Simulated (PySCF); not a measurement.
CH5BiTe2, SMILES [CH3][Bi]([TeH])[TeH], singlet at its CAM-B3LYP/def2-SVP optimised geometry (Å):

```
9

Bi    -1.3281     1.4384     0.0000
C      0.4536     1.7324     1.3794
H      0.6747     2.8063     1.4440
H      1.3281     1.1912     0.9984
H      0.1822     1.3422     2.3689
Te    -1.1719    -1.4384     0.0000
H      0.4901    -1.4384     0.0000
Te     0.2402     2.1684    -2.2883
H     -1.1041     2.1749    -3.2665
```

Calculation: CAM-B3LYP/def2-TZVP, def2 effective core potentials past Kr (PySCF). The core electrons that the potentials of Bi, Te replace are not part of the density. Cells within 0.4 Å of a nucleus heavier than hydrogen are left out (blank, or x).

Map of the Laplacian of the electron density (e/bohr⁵), clipped to [-1.50, 1.50] on the plane z = 1.5 Å:

```
|555555555555555555555555555|
|555555555555555555555555555|
|555555555555555225555555555|
|555555555555555005555555555|
|555555555555554235555555555|
|555555555555554235555555555|
|55555555555555xx95655555555|
|55555555555554xxx5555555555|
|555555555555555845555555555|
|555555555555555555555555555|
|555555555555555655555555555|
|555555555555555555555555555|
|555555555555555555555555555|
|555555555555555555555555555|
|555555555555555555555555555|
|555555555555555555555555555|
|555555555555555555555555555|
|555555555555555555555555555|
|555555555555555555555555555|
|555555555555555555555555555|
|555555555555555555555555555|
|555555555555555555555555555|
|555555555555555555555555555|
|555555555555555555555555555|
|555555555555555555555555555|
|555555555555555555555555555|
|555555555555555555555555555|
```
Scale: ten equal steps from -1.50 (start of '0') to 1.25 (end of '9'), in the order '0123456789'; x runs from -3.50 to 3.50, y from -3.50 (bottom) to 3.50 (top).
